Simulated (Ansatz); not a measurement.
Isolated molecules relaxed with PBE0-D4/def2-TZVP in Ansatz; ΔE leaves out vibrations. CCSD(T)/CBS adds triple-zeta CCSD(T) − MP2 to the extrapolated MP2 energy (def2 sets, frozen cores). This one scheme is used for every species. Functionals use def2-TZVPP. One conformer a species, not always the lowest.

Consider the ligand exchange at a B–N bond: `OBN([SiH3])[SiH3]` + `[SiH3]S` → `OBS[SiH3]` + `[SiH3]N[SiH3]`.

```json
{"level": "PBE-D4", "ΔE (kJ/mol)": "34.0", "difference from CCSD(T)/CBS": "-10.5"}
{"level": "PBE0-D4", "ΔE (kJ/mol)": "38.6", "difference from CCSD(T)/CBS": "-5.9"}
{"level": "ωB97X-V", "ΔE (kJ/mol)": "44.6", "difference from CCSD(T)/CBS": "0.1"}
{"level": "B2PLYP", "ΔE (kJ/mol)": "42.6", "difference from CCSD(T)/CBS": "-1.9"}
{"level": "r2SCAN", "ΔE (kJ/mol)": "38.9", "difference from CCSD(T)/CBS": "-5.6"}
{"level": "PBE0", "ΔE (kJ/mol)": "37.0", "difference from CCSD(T)/CBS": "-7.5"}
{"level": "HF/def2-TZVPP", "ΔE (kJ/mol)": "52.0", "difference from CCSD(T)/CBS": "7.5"}
{"level": "HF/def2-QZVPP", "ΔE (kJ/mol)": "52.5", "difference from CCSD(T)/CBS": "8.0"}
{"level": "SCS-MP2/def2-QZVPP", "ΔE (kJ/mol)": "45.8", "difference from CCSD(T)/CBS": "1.3"}
{"level": "CCSD/CBS(def2)", "ΔE (kJ/mol)": "46.7", "difference from CCSD(T)/CBS": "2.2"}
{"level": "CCSD(T)/CBS", "ΔE (kJ/mol)": "44.5", "difference from CCSD(T)/CBS": "0"}
```

Largest T1 diagnostic among the species: 0.014.

In def2-TZVPP, CCSD(T) changes the Hartree–Fock value by −5.4 kJ/mol (the triples alone add −2.2 kJ/mol) and MP2 by −7.3 kJ/mol. From PBE to PBE0 (25 % exact exchange), in def2-TZVPP and without D4, ΔE moves by +4.8 kJ/mol.
